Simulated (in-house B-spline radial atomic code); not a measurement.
V³⁺: [Ne] 3s2 3p5 3d2 4f1 (an excited or competing configuration)

All numbers are computed (non-relativistic revTPSS, spin-polarised, spherical fractional occupations; point nucleus) with an all-electron radial atomic-structure program (B-spline basis), not measured.

Effective charges: Z_r = [3n² - l(l+1)]/(2<r>) from the radius, Z_e = n√(-2ε) from the energy, and Slater's rules. Values are occupation-weighted means over spin.

```
shell  electrons   ε (eV)  <r> (bohr)    Z_r    Z_e  Slater
   1s          2  -5392.3     0.06698  22.40  19.91   22.70
   2s          2  -649.41      0.3102  19.34  13.82   18.85
   2p          6  -554.08      0.2749  18.19  12.76   18.85
   3s          2  -116.32      0.9282  14.54   8.77   12.10
   3p          5  -90.222      0.9699  12.89   7.73   12.10
   3d          2  -50.365       1.064   9.87   5.77    5.65
   4f          1  -11.984       4.282   4.20   3.75    4.00
```

The least bound orbital is 4f up at -11.98 eV, and it is also the most diffuse (<r> = 4.282 bohr).

The density falls to 0.001 bohr⁻³ at 4.568 bohr; Σ<r²> = 31.435 bohr² gives, by the non-relativistic formula and without the paramagnetism of open shells, a Langevin diamagnetic susceptibility of -24.9×10⁻⁶ cm³/mol.
